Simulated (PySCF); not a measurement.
F²⁺: interval between two levels

F²⁺ [He] 2s2 2p3 [4S3/2, M_J = 3/2] → F²⁺ [He] 2s1 2p3 3s1 [6S5/2, M_J = 5/2], as a difference of total energies. Calculation: PySCF 2.14, in x2c-TZVPall-2c with one added diffuse shell each of s, p, d type (6s4p3d1f, 40 functions); the two-component X2C-1e Hamiltonian. Correlated levels: 1s2 frozen. "Screened" scales the spin-orbit matrix elements by Boettger's factors to mimic the two-electron term; Breit and QED terms are absent.

| method | interval between two levels (cm⁻¹) |
| --- | --- |
| GHF (screened spin-orbit) | 372720 |
| GMP2 (screened spin-orbit) | 387010 |

The labels give the starting determinants; with spin-orbit coupling the two ends relaxed to ⟨J²⟩ = 3.75, ⟨L²⟩ = 0.00, ⟨S²⟩ = 3.75 and ⟨J²⟩ = 8.75, ⟨L²⟩ = 0.00, ⟨S²⟩ = 8.75.

The promoted electron is Rydberg-like, and one or two diffuse shells describe it only roughly, which tends to raise the upper state.
